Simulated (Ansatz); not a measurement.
`[CH3][Al-]1([F])[O]C=CC=[O+]1`. The species carries charge 0 and has multiplicity 1.

Z-matrix (Å, degrees):
```
C
Al 1 1.935
H 1 1.094 2 112.1
H 1 1.094 2 111.4 3 -120.3
H 1 1.094 2 111.4 3 120.4
O 2 1.836 1 113.0 3 54.1
F 2 1.661 1 120.4 3 -179.2
O 2 1.836 1 113.0 3 -52.5
C 6 1.266 2 125.5 1 -127.5
C 8 1.266 2 125.5 1 127.5
C 9 1.389 6 125.7 2 6.0
H 9 1.094 6 115.7 2 -174.7
H 10 1.094 8 115.7 2 174.8
H 11 1.080 9 119.2 6 179.8
```

(1) List the harmonic frequencies (cm⁻¹, unscaled) at PBE0-D4/def2-TZVP in Ansatz. (Best estimate.)

(2) Is this a minimum?

(3) Give the ideal-gas thermochemistry at 298.15 K and 1 bar (rigid rotor, harmonic oscillator; point group Cs, symmetry number 1).

Results:

(1) Ansatz gave: 56, 77, 125, 162, 200, 251, 307, 326, 433, 477, 516, 534, 656, 670, 702, 805, 839, 938, 1017, 1051, 1060, 1148, 1232, 1376, 1425, 1446, 1447, 1517, 1564, 1695, 3041, 3097, 3098, 3120, 3121, 3245.

(2) Yes, all 36 modes are real.

(3) Zero-point energy 255.8 kJ/mol; H(298) − E = 282.6 kJ/mol; entropy 395.4 J/(mol·K), of which translation 169.8, rotation 119.6, vibration 106.0; G(298) − E = 164.7 kJ/mol. Modes under 100 cm⁻¹ are hindered rotations or soft bends, so the harmonic entropy is rough.
